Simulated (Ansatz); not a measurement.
Ansatz results at the PBE0-D4/def2-TZVP geometry: size of the dipole moment (PBE/def2-TZVPP) 3.28 D; HOMO energy (ωB97M-V/def2-TZVPP) -10.74 eV; LUMO energy (PBE/def2-TZVPP) -1.01 eV.

Each molecule was computed in one conformer, which needn't be the lowest.

Q: Which molecule gave them?
A. `CO[SiH](F)[O][GeH3]`
B. `O[SiH](O)[SiH](F)F`
C. `N[SiH](F)[Si](N)(Cl)Cl`
D. `[OH][GeH2][CH2][SiH](O)F`

A: D. The others give `O[SiH](O)[SiH](F)F`: 2.98, -10.14, -1.36; `N[SiH](F)[Si](N)(Cl)Cl`: 0.88, -10.08, -1.17; `CO[SiH](F)[O][GeH3]`: 1.67, -11.05, -0.77.
